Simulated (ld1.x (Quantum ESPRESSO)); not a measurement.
## Configuration tests for Pt (TM)

```json
{"Element": "platinum (Pt)", "Generator": "ld1.x (Quantum ESPRESSO) 7.5", "Type": "norm-conserving Troullier–Martins (Kleinman–Bylander form)", "Functional": "LDA (PZ)", "Relativity": "fully relativistic", "Frozen core": "[Xe] 4f14", "Valence charge": "10", "Reference configuration": "5d7 6s0 6p0 (charge +3)", "Partial waves": "6p (bound, empty): rc 2.60 bohr; 5d (bound): rc 1.85 bohr; 5f channel at -0.1 Ry: rc 2.65 bohr; 6s (bound, empty): rc 1.70 bohr", "Local potential": "the s channel", "Core correction": "a·sin(br)/r model core inside 1.65 bohr"}
```

Open shells are filled in proportion to 2j + 1 (rel_dist='average').

Energies are relative to the spin-unpolarised reference configuration 5d7 6s0 6p0; without spin polarisation the order of configurations can differ from experiment.

Task: Give the all-electron excitation energy and the error of the potential for: 5d9 6s1 6p0; 5d9 6s0 6p0; 5d8 6s0 6p0; 5d8 6s1 6p0; 5d9.5 6s0.5 6p0; 5d9 6s0 6p1; 5d9 6s0.5 6p0.

Result:

```tsv
valence configuration	charge	ΔE all-electron (eV)	error AE − PS (meV)
5d9 6s1 6p0	0	-62.344	-178
5d9 6s0 6p0	+1	-52.786	-284
5d8 6s0 6p0	+2	-32.510	-92
5d8 6s1 6p0	+1	-50.901	-57
5d9.5 6s0.5 6p0	0	-62.441	-306
5d9 6s0 6p1	0	-57.210	-207
5d9 6s0.5 6p0	+0.5	-58.476	-232
```

Levels in the configuration 5d9.5 6s0.5 6p0:

```csv
level,all-electron (eV),pseudo (eV)
5d j=3/2,-6.344,-6.195
5d j=5/2,-5.048,-4.922
6s j=1/2,-5.603,-5.744
```
